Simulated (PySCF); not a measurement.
GeF₂Cl₂, SMILES [F][Ge]([F])([Cl])[Cl]. Heavy atoms are numbered as in [F:1][Ge:2]([F:3])([Cl:4])[Cl:5].

The structure is a stationary point at B3LYP-D3(BJ)/def2-SVP.

The numbers are results of PySCF with PBE/pcSseg-1, not measurements.

GIAO shieldings, no solvent; atoms alike by connectivity are averaged. δ = σ(ref) − σ: ¹⁹F against CFCl3 (σ = 133.6 ppm); ⁷³Ge against GeH4 (σ = 1614.4 ppm); ³⁵Cl against HCl (σ = 936.5 ppm), references at their B3LYP-D3(BJ)/def2-TZVP geometries, non-relativistic (without spin–orbit terms, shifts of atoms bonded to Cl or Br come out too high).

| atoms | nucleus | count | δ (ppm) |
|---|---|---|---|
| F1 | ¹⁹F | 2 | -99.7 |
| Ge2 | ⁷³Ge | 1 | ? |
| Cl4 | ³⁵Cl | 2 | 186.8 |

Question: Fill in the missing entries. (An estimate is asked for; the answer gives what the named calculation found.)

Answer: 
- Ge2, δ (ppm): 373.6
